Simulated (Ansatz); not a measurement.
Cost and result for the atomization energy of CH4FNOSi (`F[SiH]1NCO1`) (9 atoms, 9 bonds).

```xyz
9

F     1.783    1.126    1.072
Si    0.671    0.911   -0.043
N    -0.812    0.226    0.441
C    -0.435   -0.979   -0.300
O     0.791   -0.507   -0.888
H     0.701    2.154   -0.830
H    -1.310    0.157    1.310
H    -0.248   -1.853    0.333
H    -1.142   -1.234   -1.095
```

Charge 0, multiplicity 1. All single points use the PBE0-D4/def2-TZVP geometry. Program: Ansatz. All runs use 2 threads of an Arm Neoverse N1 on a shared host. Times are those of one run each, without the atoms' runs, and a repeat can differ threefold. Electronic energies, without spin–orbit coupling; frozen cores. CCSD(T)/CBS adds CCSD(T) − MP2 in def2-TZVPP to the MP2 limit, and its time is that of the two runs behind it. T1 = 0.012. B3LYP takes the VWN-RPA correlation (the form of Gaussian; ORCA's B3LYP/G). HSE06 is the plane-wave form, built on full-range PBE exchange.

CCSD(T)/CBS is a level of theory with its own doubt, some kJ/mol a heavy atom from the limit and from the frozen cores, so smaller differences don't rank the functionals.

```tsv
level	functions	wall time
PBE-D4/def2-TZVPP (with forces)	222	6 s
HSE06-D4/def2-TZVPP	222	7.5 s
CAM-B3LYP-D4/def2-TZVPP	222	8 s
B3LYP-D4/def2-TZVPP (with forces)	222	10 s
CCSD(T)/def2-SVP	94	10 s
B2PLYP/def2-TZVPP	222	12 s
PBE-QIDH/def2-TZVPP	222	13 s
ωB97X-V/def2-TZVPP	222	19 s
B97M-V/def2-TZVPP	222	20 s
ωB97M-V/def2-TZVPP (with forces)	222	26 s
MP2/def2-QZVPP	418	45 s
CCSD(T)/def2-TZVPP	222	4.7 min
CCSD(T)/CBS(def2)	–	5.4 min
```

(1) What atomization energy does each give, and how far from CCSD(T)/CBS? (Best estimate.)

Answers

(1) Ansatz gave: 
| level | atomization (kJ/mol) | difference from CCSD(T)/CBS | per bond |
| --- | --- | --- | --- |
| PBE-D4/def2-TZVPP (with forces) | 3654.4 | 67.8 | 7.5 |
| HSE06-D4/def2-TZVPP | 3567.5 | -19.1 | -2.1 |
| CAM-B3LYP-D4/def2-TZVPP | 3598.3 | 11.7 | 1.3 |
| B3LYP-D4/def2-TZVPP (with forces) | 3564.0 | -22.6 | -2.5 |
| CCSD(T)/def2-SVP | 3291.9 | -294.7 | -32.7 |
| B2PLYP/def2-TZVPP | 3538.8 | -47.8 | -5.3 |
| PBE-QIDH/def2-TZVPP | 3542.5 | -44.1 | -4.9 |
| ωB97X-V/def2-TZVPP | 3598.0 | 11.4 | 1.3 |
| B97M-V/def2-TZVPP | 3574.9 | -11.7 | -1.3 |
| ωB97M-V/def2-TZVPP (with forces) | 3595.0 | 8.4 | 0.9 |
| MP2/def2-QZVPP | 3643.4 | 56.8 | 6.3 |
| CCSD(T)/def2-TZVPP | 3469.9 | -116.7 | -13.0 |
| CCSD(T)/CBS(def2) | 3586.6 | 0.0 | 0.0 |

At CCSD(T), def2-SVP lies −294.7 kJ/mol from the extrapolated value and def2-TZVPP −116.7 kJ/mol: correlation converges slowly with the basis, and small sets miss more of it in the bonded molecule than in its fragments. From BLYP to BHLYP (50 % exact exchange), in def2-TZVPP and without D4, the atomization energy moves by −123.8 kJ/mol: exact exchange takes away binding that semilocal exchange gives to molecules. Leaving LDA and LC-ωPBE aside and taking each functional with its dispersion term where it has one, the values, not all of them listed here, spread over 221.2 kJ/mol, from BHLYP-D4 to PBE-D4. LDA lies +515.0 kJ/mol from PBE without D4, its usual overbinding.
